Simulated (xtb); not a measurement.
C$_{2}$H$_{6}$Cl$_{2}$Sn (SMILES [CH3][Sn]([CH3])([Cl])[Cl]), singlet, at a GFN2-xTB geometry (such geometries of metal compounds can be far from the true shape); xtb 6.7.1 with GFN2-xTB.

The xtb input:
```
$ xtb mol.xyz --gfn 2 --hess --json

# file mol.xyz
11

C      1.80274258    -1.51892946     0.13022470
Sn    -0.01552912    -0.26777656    -0.05001192
C     -1.95844921    -1.15908069    -0.62853208
Cl     0.45401961     1.44019862    -1.56676734
Cl    -0.32257777     0.82263295     1.98839743
H      1.64728004    -2.25891613     0.90564891
H      2.63055354    -0.87076108     0.39427872
H      1.99607754    -2.00130122    -0.82002828
H     -2.68555220    -0.35840678    -0.70224067
H     -2.26178223    -1.86871977     0.13139445
H     -1.85039202    -1.65314243    -1.58632442
```

Output, abridged:

```
   ID    Z sym.   atoms
    1    6 C      1, 3
    2   50 Sn     2
    3   17 Cl     4, 5
    4    1 H      6-11

           -------------------------------------------------
          |                Calculation Setup                |
           -------------------------------------------------

           -------------------------------------------------
          |                 G F N 2 - x T B                 |
           -------------------------------------------------

          ...................................................
          :                      SETUP                      :
          :.................................................:
          :  # basis functions                  44          :
          :  # atomic orbitals                  41          :
          :  # shells                           19          :
          :  # electrons                        32          :
          :  max. iterations                   250          :
          :  Hamiltonian                  GFN2-xTB          :
          :  restarted?                      false          :
          :  GBSA solvation                  false          :
          :  PC potential                    false          :
          :  electronic temp.          300.0000000     K    :
          :  accuracy                    1.0000000          :
          :  -> integral cutoff          0.2500000E+02      :
          :  -> integral neglect         0.1000000E-07      :
          :  -> SCF convergence          0.1000000E-05 Eh   :
          :  -> wf. convergence          0.1000000E-03 e    :
          :  Broyden damping             0.4000000          :
          :  net charge                          0          :
          :  unpaired electrons                  0          :
          ...................................................

 iter      E             dE          RMSdq      gap      omega  full diag
   1    -18.0215017 -0.180215E+02  0.825E+00    3.89       0.0  T
   2    -17.4639091  0.557593E+00  0.128E+01    4.24       1.0  T
   3    -18.6639027 -0.119999E+01  0.483E+00    3.52       1.0  T
   4    -18.6397194  0.241833E-01  0.456E+00    3.48       1.0  T
   5    -18.7052030 -0.654836E-01  0.531E-01    3.46       1.0  T
   6    -18.7057993 -0.596319E-03  0.401E-01    3.43       1.0  T
   7    -18.7061330 -0.333675E-03  0.230E-01    3.43       1.0  T
   8    -18.7061823 -0.492824E-04  0.975E-02    3.45       1.0  T
   9    -18.7062061 -0.237927E-04  0.288E-02    3.45       1.0  T
  10    -18.7062070 -0.947897E-06  0.344E-02    3.44       1.0  T
  11    -18.7062086 -0.158937E-05  0.278E-02    3.44       1.1  T
  12    -18.7062123 -0.371333E-05  0.336E-03    3.45       9.0  T
  13    -18.7062124 -0.444708E-07  0.808E-04    3.45      37.3  T
  14    -18.7062123  0.693821E-08  0.152E-03    3.45      19.8  T
  15    -18.7062124 -0.867248E-08  0.388E-04    3.45      77.8  T

   *** convergence criteria satisfied after 15 iterations ***

         :::::::::::::::::::::::::::::::::::::::::::::::::::::
         ::                     SUMMARY                     ::
         :::::::::::::::::::::::::::::::::::::::::::::::::::::
         :: total energy             -18.591007211844 Eh    ::
         :: gradient norm              0.000035943717 Eh/a0 ::
         :: HOMO-LUMO gap              3.445801107846 eV    ::
         ::.................................................::
         :: SCC energy               -18.706177269933 Eh    ::
         :: -> isotropic ES            0.006231016193 Eh    ::
         :: -> anisotropic ES          0.002258438241 Eh    ::
         :: -> anisotropic XC          0.007079057844 Eh    ::
         :: -> dispersion             -0.007960743328 Eh    ::
         :: repulsion energy           0.115170058089 Eh    ::
         :: add. restraining           0.000000000000 Eh    ::
         :: total charge               0.000000000000 e     ::
         :::::::::::::::::::::::::::::::::::::::::::::::::::::

           -------------------------------------------------
          |                Numerical Hessian                |
           -------------------------------------------------
step length          :   0.00500
SCC accuracy         :   0.30000
Hessian scale factor :   1.00000
frozen atoms in %    :   0.00000    0
RMS gradient         :   0.00004
estimated CPU  time      0.01 min

writing file <hessian>.

 projected vibrational frequencies (cm⁻¹)
eigval :       -0.00    -0.00     0.00     0.00     0.00     0.00
eigval :       31.60    39.99    93.70    98.93   108.29   110.15
eigval :      112.39   288.75   310.69   416.54   474.62   687.24
eigval :      699.26   721.90   738.11  1197.60  1212.97  1415.64
eigval :     1418.13  1418.58  1422.26  3031.79  3033.42  3049.75
eigval :     3053.09  3057.36  3058.68
           -------------------------------------------------
          |                Property Printout                |
           -------------------------------------------------

    * Orbital Energies and Occupations

         #    Occupation            Energy/Eh            Energy/eV
      -------------------------------------------------------------
         1        2.0000           -1.0437457             -28.4018
       ...           ...                  ...                  ...
         4        2.0000           -0.6104142             -16.6102
         5        2.0000           -0.6040061             -16.4358
         6        2.0000           -0.5064979             -13.7825
         7        2.0000           -0.5045817             -13.7304
         8        2.0000           -0.5036785             -13.7058
         9        2.0000           -0.5025827             -13.6760
        10        2.0000           -0.4516980             -12.2913
        11        2.0000           -0.4474569             -12.1759
        12        2.0000           -0.4473909             -12.1741
        13        2.0000           -0.4255851             -11.5808
[...]
 q only:        5.638      -0.775       0.287       2.550       1.026      -5.926
  q+dip:        5.715      -0.768       1.438       2.868       1.469      -7.153
   full:        6.220      -0.837       1.521       3.111       1.586      -7.742

           -------------------------------------------------
          |               Frequency Printout                |
           -------------------------------------------------
 projected vibrational frequencies (cm⁻¹)
eigval :       -0.00    -0.00     0.00     0.00     0.00     0.00
eigval :       31.60    39.99    93.70    98.93   108.29   110.15
eigval :      112.39   288.75   310.69   416.54   474.62   687.24
eigval :      699.26   721.90   738.11  1197.60  1212.97  1415.64
eigval :     1418.13  1418.58  1422.26  3031.79  3033.42  3049.75
eigval :     3053.09  3057.36  3058.68
 reduced masses (amu)
   1: 55.27   2: 31.03   3: 47.44   4: 62.50   5: 72.92   6: 43.09   7:  1.10   8:  1.57
   9: 25.07  10: 17.77  11: 39.40  12: 28.11  13: 45.38  14: 41.21  15: 58.33  16: 25.22
  17: 28.52  18:  2.94  19:  2.41  20:  3.69  21:  3.37  22:  2.84  23:  2.57  24:  1.72
  25:  1.70  26:  1.72  27:  1.70  28:  1.28  29:  1.23  30:  1.99  31:  1.93  32:  2.01
  33:  2.01
 IR intensities (km·mol⁻¹)
   1:  0.80   2:  1.82   3:  0.75   4:  0.85   5:  0.14   6:  0.91   7:  0.00   8:  0.08
   9:  1.29  10:  0.00  11:  6.49  12:  3.51  13:  8.53  14: 16.46  15: 34.61  16: 23.04
  17: 39.94  18: 20.08  19:  0.02  20:144.18  21: 94.63  22:  6.47  23:  1.86  24:  2.55
  25:  4.90  26:  0.03  27:  4.37  28:  8.91  29:  0.34  30:  1.95  31: 19.15  32:  0.61
  33: 37.93
 Raman intensities (Ä⁴*amu⁻¹)
   1:  0.00   2:  0.00   3:  0.00   4:  0.00   5:  0.00   6:  0.00   7:  0.00   8:  0.00
   9:  0.00  10:  0.00  11:  0.00  12:  0.00  13:  0.00  14:  0.00  15:  0.00  16:  0.00
  17:  0.00  18:  0.00  19:  0.00  20:  0.00  21:  0.00  22:  0.00  23:  0.00  24:  0.00
  25:  0.00  26:  0.00  27:  0.00  28:  0.00  29:  0.00  30:  0.00  31:  0.00  32:  0.00
  33:  0.00
 output can be read by thermo (or use thermo option).
 writing <g98.out> molden fake output.
 recommended (thermochemical) frequency scaling factor: 1.0
           -------------------------------------------------
          |             Thermodynamic Functions             |
           -------------------------------------------------

cs  symmetry found (for desy threshold:  0.10E+00) used in thermo

          ...................................................
          :                      SETUP                      :
          :.................................................:
          :  # frequencies                          27      :
          :  # imaginary freq.                       0      :
          :  linear?                             false      :
          :  only rotor calc.                    false      :
          :  symmetry                               cs      :
          :  rotational number                       1      :
          :  scaling factor                  1.0000000      :
          :  rotor cutoff                   50.0000000 cm⁻¹ :
          :  imag. cutoff                  -20.0000000 cm⁻¹ :
          :.................................................:

    mode    ω/cm⁻¹     T·S(HO)/kcal·mol⁻¹    T·S(FR)/kcal·mol⁻¹   T·S(vib)
   ------------------------------------------------------------------------
       1     31.60    -1.70730 ( 13.76%)    -1.19203 ( 86.24%)    -1.26293
       2     39.99    -1.56817 ( 29.03%)    -1.12239 ( 70.97%)    -1.25181
       3     93.70    -1.06775 ( 92.50%)    -0.87033 (  7.50%)    -1.05294
       4     98.93    -1.03616 ( 93.87%)    -0.85426 (  6.13%)    -1.02502
       5    108.29    -0.98369 ( 95.65%)    -0.82748 (  4.35%)    -0.97690
       6    110.15    -0.97385 ( 95.93%)    -0.82245 (  4.07%)    -0.96768
       7    112.39    -0.96217 ( 96.23%)    -0.81647 (  3.77%)    -0.95668
       8    288.75    -0.44164 ( 99.91%)    -0.53703 (  0.09%)    -0.44173
   ------------------------------------------------------------------------

   temp. (K)  partition function   enthalpy   heat capacity  entropy
                                   cal/mol     cal/K/mol   cal/K/mol   J/K/mol
 298.15  VIB  0.105E+05             4537.686     22.010     30.926
         ROT  0.497E+06              888.752      2.981     29.048
         INT  0.524E+10             5426.438     24.991     59.974
         TR   0.315E+28             1481.254      4.968     42.045
         TOT                        6907.6921    29.9592   102.0187   426.8461

       T/K    H(0)-H(T)+PV         H(T)/Eh          T*S/Eh         G(T)/Eh
   ------------------------------------------------------------------------
    298.15    0.110081E-01    0.823180E-01    0.484724E-01    0.338457E-01
   ------------------------------------------------------------------------

         :::::::::::::::::::::::::::::::::::::::::::::::::::::
         ::                  THERMODYNAMIC                  ::
         :::::::::::::::::::::::::::::::::::::::::::::::::::::
         :: total free energy         -18.557161545133 Eh   ::
         ::.................................................::
         :: total energy              -18.591007212444 Eh   ::
         :: zero point energy           0.071309922820 Eh   ::
         :: G(RRHO) w/o ZPVE           -0.037464255510 Eh   ::
         :: G(RRHO) contrib.            0.033845667310 Eh   ::
         :::::::::::::::::::::::::::::::::::::::::::::::::::::

           -------------------------------------------------
          | TOTAL ENERGY              -18.591007212444 Eh   |
          | TOTAL ENTHALPY            -18.508689181578 Eh   |
          | TOTAL FREE ENERGY         -18.557161545133 Eh   |
          | GRADIENT NORM               0.000036225687 Eh/α |
          | HOMO-LUMO GAP               3.445810694523 eV   |
           -------------------------------------------------

normal termination of xtb
```
